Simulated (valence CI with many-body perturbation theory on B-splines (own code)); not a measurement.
# Sensitivity of CI+MBPT for Ga²⁴⁺

Computed by relativistic CI+MBPT: five valence electrons over a frozen Dirac-Fock core [He], a basis of 6 s, 6 p, 5 d, 3 f, 1 g functions for each j, with the one-electron correlation potential Σ1, the two-electron term Σ2, the three-electron term Σ3, Breit, model QED; selected CI, second order for the rest, scaled by the run's own slope (own B-spline code, finite nucleus).

No measured spectrum was set against this ion. As an estimate, levels of excited configurations hold to 0.05 to 0.15 % of their energy, terms of the ground configuration to about 0.5 %. Among the levels kept, up to 4500 cm⁻¹ of a level comes from second order outside the variational space, and about a tenth of that is noise between levels of different J, which matters for small intervals.

The reference run has the lowest level 2s2.2p3 4S°_3/2 and an ionisation energy of 2390.20 eV. Its largest variational space holds 12569 state functions.

Names give the largest LS component (configuration and term), which can be under half, so a name can repeat, a term be missing and a line seem to break the LS rules; names also repeat where a configuration has a term twice.

Changed runs:
A. hole-hole ladder in Σ2 on → off; Davidson tolerance 2e-05 → 0.0003
B. shift of the energy in Σ1 (hartree) 0 → 4.672
C. shift of the energy in Σ1 (hartree) 0 → 9.344; highest l with Σ1, explicit Σ2 and valence Breit (higher l get mean screening factors) 3 → 1
D. start configuration 2s2 2p3 → 2s2 2p4 (bad on purpose)

Excitation energies of the reference run in cm⁻¹, and shifts in cm⁻¹:

```tsv
Level	Reference	A	B	C
2s2.2p3 2D°_3/2	208779	-10	+0.8	-4.4
2s2.2p3 2D°_5/2	282136	-19	+1.1	+39
2s2.2p3 2P°_1/2	390133	+56	+1.0	+128
2s2.2p3 2P°_3/2	561496	+26	+2.2	+65
2s.2p4 4P_5/2	1016960	-76	-6.9	+69
2s.2p4 4P_3/2	1163930	-77	-6.2	+93
2s.2p4 4P_1/2	1189120	-55	-6.3	+166
2s.2p4 2D_3/2	1413720	-76	-6.3	+185
2s.2p4 2D_5/2	1467330	-77	-5.8	+188
2s.2p4 2S_1/2	1613520	+1.7	-6.0	+252
2s.2p4 2P_3/2	1680330	-77	-6.0	+230
2s.2p4 2P_1/2	1897910	-32	-4.8	+277
Ionisation energy (eV)	2390.20	-0.00078	+0.0024	-0.02
```

Run D: It gave no result: the electrons of core and valence do not add up to the charge. The program said: "core and valence hold 8 electrons, the ion has 7".
